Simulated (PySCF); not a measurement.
What each rung costs, and what it gives

Saddle point of SiNH₄F₃, closed shell (SiNH₃F₂ ([NH2][SiH]([F])[F]) + HF → SiHF₃ ([F][SiH]([F])[F]) + NH₃ (still joined by a long Si–N bond); bonds formed: Si1–F7, N2–H6; bonds broken: H6–F7; bonds weakened to dative contacts: Si1–N2), PBE0-D4/def2-TZVP structure:

Si1  (-0.623, 0.368, -0.370)
N2  (0.828, -0.086, 0.619)
F3  (-0.226, 0.384, -1.901)
F4  (-0.691, 1.945, -0.053)
H5  (-1.949, -0.070, 0.061)
H6  (0.521, -1.227, 0.202)
F7  (-0.303, -1.715, -0.460)
H8  (0.747, 0.083, 1.615)
H9  (1.696, 0.318, 0.286)
(Å)

Barriers are electronic and count from the start structure reached by relaxing down the imaginary mode.

PySCF 2.14 with density fitting (its default auxiliary sets; JK sets also for MP2 and CCSD(T)); basis: as named in each row; cores frozen in the correlated methods. B3LYP uses VWN-RPA correlation. Extrapolation: Hartree–Fock as exp(−7.88 √X), correlation as X^−2.97.

Times are rough, for one single point on 4 threads of a shared host (Arm Neoverse V2).

The estimate by CCSD(T) at an estimated basis limit (MP2 extrapolated from triple and quadruple zeta, plus CCSD(T) − MP2 in triple zeta) is 0.681 eV.

| method | basis | time (s) | barrier (eV) | method less estimate |
| --- | --- | --- | --- | --- |
| HF | STO-3G | under 1 | 1.146 | 0.466 |
| B3LYP-D4 | 6-31G | 3 | 0.051 | -0.630 |
| PBE0-D4 | def2-SVP | 4 | 0.307 | -0.374 |
| PBE-D4 | def2-SVP | 5 | 0.157 | -0.524 |
| MP2 | def2-QZVPP | 7 | 0.659 | -0.022 |
| SPW92 | def2-TZVPP | 11 | 0.172 | -0.509 |
| PBE-D4 | def2-TZVPP | 14 | 0.456 | -0.225 |
| PBE0-D4 | def2-TZVPP | 14 | 0.563 | -0.117 |
| B3LYP-D4 | def2-TZVPP | 14 | 0.649 | -0.031 |
| BHLYP-D4 | def2-TZVPP | 14 | 0.751 | 0.071 |
| r2SCAN-D4 | def2-TZVPP | 35 | 0.484 | -0.197 |
| CCSD(T) | def2-SVP | 39 | 0.547 | -0.134 |
| wB97M-V | def2-TZVPP | 150 | 0.561 | -0.120 |
| CCSD(T) | def2-TZVPP | 970 | 0.677 | -0.004 |

All methods are single points on the PBE0-D4 structures.

The T1 diagnostic stays at or below 0.012.

Steps of this kind, hydrogen fluoride cutting a network bond, underlie vapour etching and the fluorination step of atomic layer etching.

Labels in which every atom is bracketed show which atoms are joined, not bond orders.
